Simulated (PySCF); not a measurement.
Species: C3H4BFO2.
Geometry (GFN2-xTB, Å), atoms numbered from 1 in this order:
```xyz
11
C3H4BFO2 angstrom
O     -1.0987    0.4893    1.6204
B     -0.8946   -0.3330    0.5690
O     -1.6962   -1.3697    0.2302
C      0.3574   -0.0796   -0.3076
C      1.1266   -0.3533   -1.3411
C      1.5273    0.8158   -0.5447
F      1.2950    2.0782   -1.0674
H     -1.8777    0.3484    2.1588
H     -2.4717   -1.5242    0.7711
H      1.3350   -0.9353   -2.2047
H      2.4031    0.8661    0.0901
```

The closed-shell ground state was solved at several levels (PySCF, density fitting, gas phase, non-relativistic).

| level | basis functions | total energy (Eh) | HOMO (eV) | LUMO (eV) | gap (eV) | dipole (D) |
| --- | --- | --- | --- | --- | --- | --- |
| PBE0/pcSseg-1 | 139 | -391.4312 | -7.79 | -1.04 | 6.75 | 4.11 |
| B3LYP/pcJ-1 | 229 | -391.9095 | -7.52 | -1.22 | 6.30 | 4.17 |

Estimate the row for CAM-B3LYP/def2-SVPD, a basis of 181 functions; the other rows only guide the guess.

Total energy -391.4838 Eh, HOMO -9.38 eV, LUMO -0.04 eV, gap 9.34 eV, dipole 4.10 D.

Over all these levels, which gives the widest orbital gap and which the narrowest?

CAM-B3LYP/def2-SVPD (range-separated hybrid) has the widest, 9.34 eV, and B3LYP/pcJ-1 (global hybrid, 20 % exact exchange) the narrowest, 6.30 eV. Functional and basis both differ between the two, so the spread mixes both effects.

How far do the dipole and the HOMO energy spread over the levels?

The dipole runs from 4.10 to 4.17 D (mean 4.12 D) and the HOMO from -9.38 to -7.52 eV.

One conformer stands for the species.
